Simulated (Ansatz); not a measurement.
`C[O][W]([OH])([OH])([OH])([F])[O]C` at its PBE0-D4/def2-TZVP geometry, where that method's forces vanish. Charge 0, multiplicity 1. W takes the def2 core potential.

```xyz
18

C    -0.4257   -0.9868    2.6438
O    -0.4450   -0.8910    1.2530
W     0.0336    0.3531   -0.0368
O     0.7985    1.7400   -1.1279
O     1.6657    0.4068    0.9591
O    -0.8160    1.7543    0.9539
F    -1.6689    0.3525   -0.9388
O     0.4905   -0.8413   -1.3718
C     0.1398   -1.0839   -2.7018
H    -0.9870   -0.1527    3.0782
H    -0.8757   -1.9342    2.9473
H     0.6098   -0.9401    2.9944
H     0.6843    2.6461   -0.8330
H     2.3446    1.0048    0.6379
H    -1.7016    2.0083    0.6831
H    -0.9413   -0.9727   -2.8225
H     0.4431   -2.0981   -2.9696
H     0.6513   -0.3648   -3.3484
```

Problem. What forces (eV/Å) does r2SCAN-D4/def2-TZVPP give on these atoms in the Gaussian-basis code of Ansatz? (Estimate.)

Solution. The calculation gave: 
```
C1   0.005 -0.027  0.257
O2  -0.107 -0.255  0.044
W3  -0.105  0.118 -0.079
O4   0.110  0.165 -0.192
O5   0.250 -0.021  0.202
O6  -0.096  0.186  0.174
F7  -0.148 -0.007 -0.099
O8   0.160 -0.226 -0.056
C9  -0.068 -0.046 -0.251
H10  0.001  0.002 -0.001
H11  0.006  0.011  0.005
H12 -0.006  0.000  0.001
H13  0.005  0.043  0.016
H14  0.031  0.031 -0.010
H15 -0.035  0.015 -0.013
H16  0.006  0.000  0.002
H17 -0.004  0.013 -0.002
H18 -0.005 -0.002  0.002
```
